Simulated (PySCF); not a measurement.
Computed shifts of a molecule CH8OSi2, PBE0/pcSseg-1 run with PySCF, GIAO, gas phase, equivalent atoms averaged, in ppm (number of nuclei): ²⁹Si: -13.0 (1), -37.6 (1). ¹³C: 1.1 (1). ¹H: 5.33 (2), 5.31 (3), 0.65 (3). References: ²⁹Si against TMS (σ = 352.7 ppm); ¹³C against TMS (σ = 186.3 ppm); ¹⁷O against H2O (σ = 334.2 ppm); ¹H against TMS (σ = 31.56 ppm), references at their B3LYP-D3(BJ)/def2-TZVP geometries, non-relativistic. Geometry optimised at PBE0-D3(BJ)/def2-SVP. Other conformers were not sampled.

### Question
Identify the compound among the candidates.
A. C[SiH2]O[SiH3]
B. CO[SiH2][SiH3]
C. OC([SiH3])[SiH3]
D. [SiH3]CO[SiH3]

### Answer
A, C[SiH2]O[SiH3]
